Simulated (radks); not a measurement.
The numbers below are computed, except where a source is named.
Task: The krypton ion Kr15+, configuration [Ar] 3d3 (the NIST ground configuration). Code: a radial shooting solver on a logarithmic mesh with Libxc functionals. Model: scalar-relativistic Kohn-Sham, PBE, spin-unpolarised, spherical densities, point nucleus. Some entries of the table are withheld. Estimate them.

orbital,occ.,eigenvalue (eV),r(max) (bohr),<1/r> (bohr^-1)
1s,2,-14652.73,0.02708,36.76
2s,2,-2359.480,0.1541,8.193
2p,6,-2144.839,0.1233,8.004
3s,2,-690.6256,0.4470,(1)
3p,6,-621.1669,0.4374,2.842
3d,3,-513.2028,0.3685,2.669
4s,0,(2),0.9932,1.392
4p,0,-285.6490,1.019,(3)

Result: 
(1) 3s <1/r> (bohr^-1): 2.957
(2) 4s eigenvalue (eV): -310.9067
(3) 4p <1/r> (bohr^-1): 1.334
